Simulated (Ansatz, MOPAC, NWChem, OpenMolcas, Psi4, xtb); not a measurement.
**How methods differ on C2H4GaN (SMILES N=C=[CH][GaH2])**

C2H4GaN, singlet, SMILES `N=C=[CH][GaH2]`. Each level relaxes the structure for itself.

Each level gives the highest harmonic wavenumber at each level's own minimum (cm⁻¹). The values are calculated.

```csv
level,kind,program,value (cm⁻¹)
MNDO,semi-empirical,MOPAC,3517
PM3,semi-empirical,MOPAC,3482
PM7,semi-empirical,MOPAC,4061
GFN2-xTB,semi-empirical,xtb,3437
HF/3-21G,Hartree–Fock,OpenMolcas,3736
HF/6-31G* (Cartesian functions),Hartree–Fock,OpenMolcas,3760
PBE-D3(BJ)/def2-SVP (density fitting),GGA,Psi4,3457
"B3LYP-D3(BJ)/6-31G*/LANL2DZ (core potential, spherical functions)",global hybrid,NWChem,3510
PBE0-D4/def2-TZVP,global hybrid,Ansatz,3561
```

All-electron rows without a relativistic Hamiltonian named are non-relativistic, while core potentials hold scalar relativity, so basis and relativity change together. Harmonic and unscaled. The values span 3437 to 4061 cm⁻¹.
